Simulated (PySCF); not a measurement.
## MP2, SCS-MP2 and SOS-MP2 from spin components

System: H₄F₂OSi₂ (SMILES O[Si](F)(F)[SiH3]), singlet, geometry from GFN2-xTB. Level: MP2/def2-SVP in PySCF. Sums are taken with unrounded values, so a last digit can differ.

The PySCF input:
```python
from pyscf import gto, scf, mp

mol = gto.Mole()
mol.atom = '''
    O    -0.78925999    0.81095077   -1.36203942
    Si   -0.35781682   -0.06572688   -0.08539671
    F    -0.74336833   -1.59853305   -0.38462310
    F    -1.42529929    0.20765253    1.08649939
    Si    1.82324342    0.34619478    0.42082349
    H    -1.66665477    0.78898271   -1.74180188
    H     2.02891960    1.75634343    0.76517673
    H     2.25437275   -0.46040458    1.56814923
    H     2.69947856    0.01884650   -0.70807027
'''
mol.basis = 'def2-svp'
mol.verbose = 4
mol.max_memory = 1800
mol.build()

mf = scf.RHF(mol)
mf.kernel()

pt = mp.MP2(mf, frozen=13)
pt.kernel()
print('E(MP2) = %.10f' % pt.e_tot)
```

It gave an SCF energy of -853.698564 Eh, a same-spin correlation energy of -0.188897 Eh and an opposite-spin one of -0.556317 Eh.

### Question
Work out the MP2, SCS-MP2 (6/5 and 1/3) and SOS-MP2 (1.3 and 0) correlation and total energies.

### Answer
MP2: -0.556317 + (-0.188897) = -0.745214 Eh, total -854.443778 Eh, as the program printed. SCS-MP2: 1.2 × (-0.556317) + (-0.188897)/3 = -0.730546 Eh, total -854.429110 Eh. SOS-MP2: 1.3 × (-0.556317) = -0.723212 Eh, total -854.421776 Eh. Opposite spins carry 75 % of the MP2 correlation; same-spin pairs are already kept apart by exchange.
